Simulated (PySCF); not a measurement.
Electric field gradients and quadrupole coupling constants

[(F)2Al]2NH.
Geometry (PBE0-D3(BJ)/def2-SVP, Å), atoms numbered from 1 in this order:
```
atom  x, y, z in Å
Al1    0.5074   -0.7938   -1.3491
F2     0.0734   -0.9327   -2.9381
F3     1.8252   -1.6318   -0.8154
N4    -0.4369    0.2286   -0.2578
Al5   -0.2476    0.6537    1.4493
F6     1.0349    0.1115    2.3347
F7    -1.3670    1.6191    2.1892
H8    -1.2510    0.6597   -0.6966
```

Field gradients from the PBE0/pcSseg-1 (pcSseg-2 on Al) density (PySCF, non-relativistic), principal values in atomic units, ordered |Vxx| ≤ |Vyy| ≤ |Vzz|:

| atom | Vxx | Vyy | Vzz |
| --- | --- | --- | --- |
| Al1 | -0.3657 | -0.6622 | 1.0279 |
| N4 | -0.0445 | -0.4376 | 0.4821 |
| Al5 | -0.3665 | -0.6613 | 1.0278 |

Q: Find the asymmetry η = (Vxx − Vyy)/Vzz and the couplings χ = eQV/h (234.96 MHz × Q in barn × V in au), with Q(27Al) = 0.1466 b, Q(14N) = 0.02044 b.

A: 
```json
{"atom": "Al1", "environment": "aluminium bonded to 2 F and N", "nucleus": "27Al", "η": "0.29", "χzz (MHz)": "35.41", "χxx (MHz)": "-12.60", "χyy (MHz)": "-22.81"}
{"atom": "N4", "environment": "nitrogen bonded to 2 Al and H", "nucleus": "14N", "η": "0.82", "χzz (MHz)": "2.315", "χxx (MHz)": "-0.213", "χyy (MHz)": "-2.102"}
{"atom": "Al5", "environment": "aluminium bonded to 2 F and N", "nucleus": "27Al", "η": "0.29", "χzz (MHz)": "35.40", "χxx (MHz)": "-12.62", "χyy (MHz)": "-22.78"}
```

Q: What is Vzz at Al1 in SI units (1 au = 9.71736 × 10²¹ V/m²)?

A: 1.0279 au = 9.988 × 10²¹ V/m².

Q: What couplings would deuterons (Q(2H) = 0.00286 b) have in place of the hydrogens, at this geometry?

A: 
```
atom  bonded to  bond length (Å)  Vzz (au)     η  χzz (kHz)
  H8         N4            1.020    0.3974  0.10        267
```

Geometry: PBE0-D3(BJ)/def2-SVP; no solvent, vibrations or thermal averaging. The basis is small and wasn't made for field gradients, so the couplings can be 20 % off.
